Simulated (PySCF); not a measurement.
C₉H₁₂Si: full NMR table

```yaml
Formula: C9H12Si
SMILES: C=C=C(C#C[SiH2]C)C1CC1
InChI: InChI=1S/C9H12Si/c1-3-8(6-7-10-2)9-4-5-9/h9H,1,4-5,10H2,2H3
Point_group_of_the_computed_structure: C1
Degrees_of_unsaturation: 5
Carbon_signals: 8
Proton_signals: 6
```

Numbering as in the mapped SMILES `[CH2:1]=[C:2]=[C:3]([C:4]#[C:5][SiH2:6][CH3:7])[CH:8]1[CH2:9][CH2:10]1`. Hydrogens are named by the atom that carries them. Ha(C9), Ha(C10) are cis to C3 on the ring; Hb(C9), Hb(C10) are trans to C3 on the ring.

Calculated, not measured (PySCF 2.14.0 with density-fitted response routines): coordinates at the GFN2-xTB level, shieldings: GIAO PBE0/pcSseg-1. One averaged value for each set of equivalent atoms, one conformer, in vacuum, relativity neglected.

Referencing at the same level of theory: ¹H (31.72 ppm) and ¹³C (186.93 ppm) and ²⁹Si (349.16 ppm) vs TMS.

| carbon | δC, type | δH (multiplicity) | HMBC from (2–3 bonds) | span of the C tensor (ppm) |
| --- | --- | --- | --- | --- |
| C1 | 85.5, CH2 | 5.33 (s) | – | 160 |
| C2 | 228.7, C | – | H(C1), H(C8) | 28 |
| C3 | 101.4, C | – | H(C1), H(C8), Hb(C9)/Hb(C10), Ha(C9)/Ha(C10) | 129 |
| C4 | 110.0, C | – | H(Si6), H(C8) | 299 |
| C5 | 101.6, C | – | H(Si6), H(C7) | 192 |
| C7 | -4.6, CH3 | 0.30 (t) | H(Si6) | 11 |
| C8 | 13.2, CH | 1.10 (m) | Hb(C9)/Hb(C10), Ha(C9)/Ha(C10) | 75 |
| C9/C10 | 13.3, CH2 | Hb(C9) 0.88 (m); Ha(C9) 0.37 (m) | H(C8), Hb(C9)/Hb(C10), Ha(C9)/Ha(C10) | 64 |

Other nuclei:
```tsv
atoms	nucleus	environment	δ (ppm)	σ (ppm)
H(Si6)	¹H	hydrogen on a silicon bonded to 2 C	4.59	27.13
Si6	²⁹Si	silicon bonded to 2 C, 2 H	-69.7	418.8
```

Carbon types of the structure: 4 × C, 1 × CH, 3 × CH2, 1 × CH3, leaving 2 H on heteroatoms. δC 228.7: central carbon of an allene; the central sp carbon of an allene is among the most deshielded carbons of hydrocarbons. δC 110.0, 101.6: alkyne carbon. δC 101.4, 85.5: terminal carbon of a cumulated C=C=C unit. δC 13.3, 13.2: three-membered-ring carbon; carbons of three-membered rings are unusually shielded. δH 5.33: hydrogen on a terminal carbon of a cumulated C=C=C unit; a vinylic proton, deshielded by the sp2 carbon and the C=C anisotropy.

Shifts are as computed. Against solution values, carbons near 30 ppm lie about +3 ppm off and those near 130 ppm about +5 ppm. Of 1309 compounds with measured shifts, 239 miss one by over three times the rms of a fit or turn the order of signals round; such compounds aren't used in these exercises. No couplings were computed; multiplicities are counted from neighbouring protons, with m where these are inequivalent, close in shift, in a saturated or five-membered ring or joined by F or P, and br s for small geminal =CH2 splittings.
